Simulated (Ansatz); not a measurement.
# Redistribution: CH4O2Sn + Ge(CH3)(OH)3 → Sn(OH)2 + C2H8GeO3

Gas-phase species: CH4O2Sn `C[O][Sn][OH]`, singlet; Ge(CH3)(OH)3, singlet; Sn(OH)2, singlet; C2H8GeO3 `C[O][Ge]([CH3])([OH])[OH]`, singlet. The partners trade CH3 for H; both sit on O, so the bond types are kept.

Shapes, held fixed at every level: PBE0-D4/def2-TZVP. Flexible molecules stand in one conformer, not always the lowest. Programs: Ansatz 0.2.0. Electronic energies: no zero-point or thermal term.

Q: Estimate ΔE of this reaction.

A: The highest level, CCSD(T)/def2-TZVPP, gives ΔE = -3.2 kJ/mol; the levels span -3.4 to -0.1. That is about zero within the method's error. The column of differences is taken from that level and isn't an error. No measured value is set beside it here. For atoms past krypton def2 sets carry core potentials with scalar relativity. Relativity is left out for Ge. Outer-core shells of Ge, Sn are correlated, in sets that cover them unevenly.

```
               level                   kind  ΔE (kJ/mol)  less CCSD(T)/def2-TZVPP
       HF/def2-TZVPP           Hartree–Fock         -3.1                     +0.1
r2SCAN-D4/def2-TZVPP               meta-GGA         -1.8                     +1.4
 B3LYP-D4/def2-TZVPP          global hybrid         -0.1                     +3.1
  PBE0-D4/def2-TZVPP          global hybrid         -0.8                     +2.4
   B2PLYP/def2-TZVPP          double hybrid         -1.3                     +1.9
      MP2/def2-TZVPP    perturbation theory         -2.7                     +0.5
     CCSD/def2-TZVPP  coupled cluster or CI         -3.4                     -0.2
  CCSD(T)/def2-TZVPP  coupled cluster or CI         -3.2                      0.0
```
